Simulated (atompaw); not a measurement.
phosphorus: PAW (atompaw) pseudisation with PBE, scalar-relativistic reference atom.

phosphorus, PAW, made with atompaw 4.2.0.5 (PBE, scalar-relativistic). Core [Ne], reference 3s2 3p3. Waves: 3s (bound): rc 1.95 bohr; 3s channel at -0.65 Ry: rc 1.95 bohr; 3p (bound): rc 1.95 bohr; 3p channel at 0.45 Ry: rc 1.95 bohr. Local part: vpsmatchnc scheme with l = 2 at 0 Ry, radius 1.55 bohr. Core correction: smooth core density matched at 0.86 bohr. Augmentation charge: sinc compensation charge, radius 1.70 bohr; PAW radius 1.95 bohr; waves and projectors: custom rrkj vanderbiltortho.

Poles of the logarithmic derivatives, all-electron (AE) and pseudo (PS). Narrow ghost or core levels that the grid stepped over were put in at their known energies. s: poles at 1.3 (AE) and -1.4, 1.4 (PS) Ry. p: poles at 2.4 (AE) and 2.4 (PS) Ry. Test radius 1.96 bohr.

* Cutoffs needed: 12 Ry and 18 Ry (the cutoffs (Ry, on a coarse ladder) from which the occupation-weighted sum of valence levels, in a spherical-Bessel basis at the reference potential, stays within 10 and 1 mRy of its value at 400 Ry)
* Ghost test: ghost state, extra bound levels that the all-electron valence spectrum of the same l lacks: s at -18.9 eV; a true bound ghost makes a file unfit for plane-wave use (spherical-Bessel basis up to 400 Ry, 20 bohr box)
* Lowest eigenvalue of the overlap operator: 0.20 (s channel)
* Overlap eigenvalues printed by atompaw (projector basis): 0.163, 0.664, 266, 689
* Share of each valence orbital outside the PAW sphere: 3s 41 %, 3p 60 %
